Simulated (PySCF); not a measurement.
Mapped SMILES: `[cH:1]1[cH:2][cH:3][c:4]([S:5][c:6]2[cH:7][cH:8][cH:9][cH:10][cH:11]2)[cH:12][cH:13]1`. Each H is labelled by its parent atom.

- coordinates at the PBE0-D3(BJ)/def2-SVP level
- GIAO PBE0/pcSseg-1 shieldings
- code: PySCF 2.14.0 with density-fitted response routines
- one averaged value for each set of equivalent atoms, non-relativistic, gas phase, one conformer

Shifts are taken against calculated references (same method and geometry level): 13C and 1H against TMS; 33S against CS2.

```tsv
atoms	nucleus	count	δ (ppm)
H(C2)/H(C8)/H(C10)/H(C13)	1H	4	7.37
C2/C8/C10/C13	13C	4	134.5
H(C1)/H(C9)	1H	2	7.27
H(C3)/H(C7)/H(C11)/H(C12)	1H	4	7.47
C4/C6	13C	2	?
C1/C9	13C	2	131.9
S5	33S	1	?
C3/C7/C11/C12	13C	4	137.0
```

Complete the table.

Answers


- C4/C6: 147.5 ppm, aromatic carbon bearing sulfur
- S5: 96 ppm, sulfide sulfur

Shifts are as computed. Against solution values, carbons near 30 ppm lie about +2 ppm off and those near 130 ppm about +5 ppm; carbons on S a further +3 ppm. Of 1309 compounds with measured shifts, 239 miss one by over three times the rms of a fit or turn the order of signals round; such compounds aren't used in these exercises.
